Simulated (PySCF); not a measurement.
C4H10OSi, SMILES OC[C@H]1CC[SiH2]1.

The structure is a stationary point at PBE-D3(BJ)/def2-SVP. The structure was generated by enumeration; whether it is a known compound was not checked. Other conformers were not sampled.

Computed with PBE-D3(BJ)/def2-SVP (PySCF).

Frequencies are harmonic and unscaled.

### Question
List the normal modes with their intensities. (Estimate from the structure and the level; the computed values follow.)

### Answer

```tsv
mode	ν (cm⁻¹)	IR (km/mol)	moving atoms (share of kinetic energy)
1	104	1.1	C 38 %, O 30 %, H 30 %
2	123	2.2	H 42 %, C 41 %, O 12 %
3	172	0.3	H 37 %, C 36 %, O 16 %, Si 12 %
4	285	62.2	H 73 %, C 14 %
5	356	58.4	H 57 %, C 20 %, O 19 %
6	365	3.2	C 31 %, H 30 %, O 24 %, Si 14 %
7	416	2.4	H 55 %, C 26 %, Si 17 %
8	518	16.2	H 47 %, Si 28 %, C 24 %
9	550	5.3	H 75 %, C 17 %
10	665	0.8	C 45 %, H 45 %, Si 10 %
11	702	38.1	H 69 %, C 23 %
12	739	28.4	H 53 %, C 34 %, Si 12 %
13	776	79.7	H 61 %, C 28 %, Si 12 %
14	833	14.6	H 57 %, C 42 %
15	876	23.3	H 64 %, C 32 %
16	914	90.8	H 92 %
17	936	8.1	C 50 %, H 49 %
18	951	6.4	H 78 %, C 21 %
19	1004	5.4	H 59 %, C 41 %
20	1037	109.1	C 44 %, O 42 %, H 14 %
21	1079	9.7	H 57 %, C 42 %
22	1100	38.8	C 58 %, H 41 %
23	1130	2.7	H 64 %, C 34 %
24	1182	1.1	H 74 %, C 25 %
25	1200	5.4	H 79 %, C 21 %
26	1231	2.9	H 73 %, C 26 %
27	1275	3.6	H 70 %, C 29 %
28	1335	1.0	H 82 %, C 14 %
29	1363	79.0	H 75 %, C 21 %
30	1372	5.1	H 90 %, C 10 %
31	1412	1.2	H 92 %, C 8 %
32	1427	1.9	H 92 %
33	2141	123.1	H 98 %
34	2154	119.9	H 96 %
35	2879	57.8	H 93 %
36	2947	35.4	H 95 %
37	2979	5.6	H 92 %
38	2999	14.2	H 92 %, C 8 %
39	3009	32.7	H 93 %
40	3012	21.1	H 92 %, C 8 %
41	3079	8.6	H 90 %, C 10 %
42	3699	14.1	H 94 %
```
